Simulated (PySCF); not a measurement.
Ligands exchanged one at a time, Ga SiH3-H. Gas-phase values, no solvent. Strings in code marks are SMILES.

These are PBE-D3(BJ)/def2-TZVP // PBE0-D3(BJ)/def2-TZVP (PySCF) values and carry that method's errors. All candidates: neutral, multiplicity 1. 

The dipole moment is 0.00 D, the HOMO–LUMO gap comes out as 4.70 eV and the HOMO is -7.35 eV.

Which member has these values?
(A) `[SiH3][Ga]([SiH3])[SiH3]`
(B) `[GaH3]`
(C) `[SiH3][GaH][SiH3]`
(D) `[SiH3][GaH2]`

B, `[GaH3]`. The others give `[SiH3][Ga]([SiH3])[SiH3]`: 0.16 D, 2.90 eV, -6.28 eV; `[SiH3][GaH][SiH3]`: 0.10 D, 3.10 eV, -6.29 eV; `[SiH3][GaH2]`: 0.11 D, 3.63 eV, -6.58 eV
